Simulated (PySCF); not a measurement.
C3H3, SMILES [CH2]C#C, multiplicity 2. Geometry optimised at ωB97X-D3(BJ)/def2-TZVP. The isomer is the one that the SMILES or the coordinates give; other isomers of the formula were not compared.

These are ωB97X-D3(BJ)/def2-TZVP (PySCF) values and carry that method's errors.

Harmonic wavenumbers (cm⁻¹): 361, 410, 536, 676, 692, 1038, 1083, 1467, 2024, 3181, 3279, 3471. Rotational constants (GHz): 288.3, 9.563, 9.256; symmetry number 2.

Q: Work out the zero-point energy and the ideal-gas rigid-rotor harmonic-oscillator thermochemistry at 298.15 K and 1 atm.

A: ZPE = ½ Σ hcν = ½ × 18219 cm⁻¹ = 26.05 kcal/mol. H − E(el) = 29.14 kcal/mol. Entropy in cal/(mol K): translation 36.92, rotation 18.69, vibration 3.43, spin 1.38, total 60.42. G − E(el) = 11.12 kcal/mol. Cp = 14.57 cal/(mol K).
